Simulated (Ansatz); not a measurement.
The same ligand exchange along the group C, Si, Ge.

Calculated with Ansatz (gas phase, PBE0-D4/def2-TZVP geometries, no zero-point term in ΔE). CCSD(T)/CBS is the MP2 limit (def2-TZVPP, def2-QZVPP) plus CCSD(T) − MP2 in def2-TZVPP, frozen cores. This one scheme is used for every species. Functionals use def2-TZVPP. Elements past krypton have def2 core potentials. For Ge, I outer-core shells are correlated without core-valence functions, which leaves a few kJ/mol of doubt a bond. Scalar relativity is left out up to krypton.

| reaction | CCSD(T)/CBS(def2) (kJ/mol) |
| --- | --- |
| `BCCl` + HI → `ClCI` + BH₃ | 61 |
| `B[SiH2]Cl` + HI → `Cl[SiH2]I` + BH₃ | -103 |
| `[BH2][GeH2][Cl]` + HI → `[Cl][GeH2][I]` + BH₃ | ? |

Problem. Fill in the missing values. (Best estimate.)

Solution. Ansatz gave: `[BH2][GeH2][Cl]` + HI → `[Cl][GeH2][I]` + BH₃: -84.9 kJ/mol.

Largest T1 diagnostic: 0.011, for `[BH2][GeH2][Cl]`.
